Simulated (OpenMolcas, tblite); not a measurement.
**C2H5NSi (SMILES C[SiH2]C#N): the vertical ionisation energy, rung by rung**

C2H5NSi: 9 atoms, total charge 0, spin state singlet. SMILES: `C[SiH2]C#N`. Geometry: relaxed at PBE0-D4/def2-TZVP.

Each level gives the vertical ionisation energy (to the doublet cation) (eV). The values are calculated.

```csv
level,kind,program,value (eV),less CCSD(T)/cc-pVDZ,CPU time (all runs)
GFN1-xTB,semi-empirical,tblite,15.32,+3.41,under 2 s
HF/cc-pVDZ,Hartree–Fock,OpenMolcas,10.97,-0.94,58 s
SVWN5/cc-pVDZ,LDA,OpenMolcas,11.31,-0.60,1.9 min
BLYP/cc-pVDZ,GGA,OpenMolcas,10.99,-0.92,2.2 min
r2SCAN/cc-pVDZ,meta-GGA,OpenMolcas,11.36,-0.55,3 min
B3LYP/cc-pVDZ,global hybrid,OpenMolcas,11.47,-0.44,1.9 min
"CCSD(T)/cc-pVDZ, open shells restricted",coupled cluster or CI,OpenMolcas,11.91,0.00,2.4 min
```

CCSD(T)/cc-pVDZ, open shells restricted is the highest level here, not the true value. The values span 10.97 to 15.32 eV. The xTB values lack the empirical shift that such differences need. Times are those of the runs behind each value, whatever else they computed, on shared processors of several kinds: orders of magnitude only.
